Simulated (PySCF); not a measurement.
Species: C4H3F3Ge.
SMILES with atom numbers: `[CH:1]#[C:2][GeH2:3][C:4]([F:5])=[C:6]([F:7])[F:8]` (hydrogens: H9 on C1; H10, H11 on Ge3)

Cartesian coordinates in Å at the PBE0-D3(BJ)/def2-SVP level; atoms count from 1:
```
atom  x, y, z in Å
C1    -2.0356    2.0392   -0.2828
C2    -1.5783    0.9296   -0.0889
Ge3   -0.8354   -0.7855    0.2492
C4     0.9961   -0.8296   -0.4139
F5     1.2290   -1.4629   -1.5720
C6     2.0235   -0.2385    0.1988
F7     1.8867    0.4157    1.3273
F8     3.2573   -0.2283   -0.2242
H9    -2.4377    3.0224   -0.4528
H10   -0.8492   -1.0325    1.7618
H11   -1.6188   -1.8545   -0.5173
```

Linear response at CAM-B3LYP/def2-SVPD (PySCF, frozen core in the response, non-relativistic). Relativistic effects, spin–orbit coupling among them, are left out although an element past zinc is present.

Static isotropic polarisability: 76.66 au (11.36 Å³), principal values 63.2, 76.7, 90.0 au.

**Question.** What is the polarisability at 1064 nm and at the sodium D line?

**Answer.** 77.42 au at 1064 nm (+1.0 %), 79.23 au at 589.3 nm (+3.4 %). The rise at 589.3 nm is 3.38 times that at 1064 nm; a pure ω² law gives 3.26. The lowest singlet lies at 205 nm, shorter than both wavelengths.

**Question.** What is the isotropic C6 coefficient between two such molecules, C6 = (3/π)∫α(iω)² dω?

**Answer.** 2283 au (Eh·bohr⁶) by a ten-point quadrature over imaginary frequencies, which is 1360 eV·Å⁶ or 132 J·nm⁶/mol.

**Question.** Which effective excitation energy ω̄ makes London's formula C6 = (3/4)α²ω̄ exact here?

**Answer.** ω̄ = 4·C6/(3α²) = 0.518 Eh = 14.1 eV. A one-pole form α(ω) = α/(1 − ω²/ω̄²) fitted to the 1064 nm value gives 11.7 eV. London's choice of the ionisation energy (9.93 eV, ΔSCF at the same level) gives C6 = 1610 au, 30 % too low.

**Question.** What three-body coefficient follows from the one-pole estimate C9 = (3/4)·α·C6?

**Answer.** 131000 au. This is an estimate from the two numbers above, not a computed integral.

**Question.** How many electrons N does the Slater–Kirkwood formula C6 = (3/4)·√N·α^(3/2) need to give this C6?

**Answer.** N = (4·C6/3)²/α³ = 20.6; the species has 86 electrons in all.

**Question.** What n − 1 at the D line would an ideal gas of it have at 273.15 K and 1 atm (2.6868 × 10¹⁹ cm⁻³), by n − 1 = 2π·N·α′?

**Answer.** 19.82 × 10⁻⁴, a formal value whether or not that pressure can be reached.

**Question.** What molar refraction at the D line follows from R = (4π/3)·N_A·α′, with α′ the polarisability volume?

**Answer.** α′ = 11.74 Å³ gives R = 29.62 cm³/mol, for isolated, non-vibrating species.

**Question.** How anisotropic is the static polarisability, by Δα² = ½[(α1 − α2)² + (α2 − α3)² + (α3 − α1)²]?

**Answer.** Δα = 23.2 au, or 0.30 of the isotropic value.

On an Arm Neoverse V2 with one thread, on a shared host, this took 4.6 min and 1.2 GiB of memory at its peak. This is the whole response run at CAM-B3LYP/def2-SVPD, SCF included.

One conformer stands for the species.
